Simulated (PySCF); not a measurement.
# Excitation energy of In²⁺ by level of theory

In²⁺ [Kr] 4d10 5s1 (2S) → In²⁺ [Kr] 4d10 5d1 (2D), as a difference of total energies. All numbers are calculated (PySCF 2.14, the spin-free X2C one-electron Hamiltonian (Gaussian nucleus), in aug-cc-pVTZ-DK3 (8s7p5d2f, 68 functions)). The calculations carry no spin-orbit coupling.

```
method  excitation energy (eV)
   UHF                  14.865
   LDA                  16.176
   PBE                  15.631
  PBE0                  15.524
r2SCAN                  15.575
  TPSS                  15.418
  BLYP                  15.743
 wB97X                  15.629
```

A first-order spin-orbit estimate (lowest level to lowest level, LS coupling) adds -0.022 eV.

The promoted electron is Rydberg-like, and one or two diffuse shells describe it only roughly, which tends to raise the upper state.
